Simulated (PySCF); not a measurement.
**How methods differ on the ionisation energy of Ti**

Ti [Ar] 3d2 4s2 (3F) → Ti⁺ [Ar] 3d2 4s1 (4F), as a difference of total energies. Computed with PySCF 2.14 in jorge-DZP-DKH, with the spin-free X2C one-electron Hamiltonian (Gaussian nucleus). Correlated levels: valence: [Ar] frozen. The calculations carry no spin-orbit coupling.

```csv
method,ionisation energy (eV),error (eV)
UHF,5.524,-1.304
PBE,6.623,-0.205
B3LYP,6.812,-0.016
MP2 (valence),6.192,-0.636
SCS-MP2 (valence),6.329,-0.499
```

Reference: 6.828 eV (measured; NIST levels, between the centres of gravity of the two terms).

Errors of the correlated levels include the incompleteness of this basis and the frozen core.

MP2 underrates the near-degeneracy of ns² with np² in the lower species.
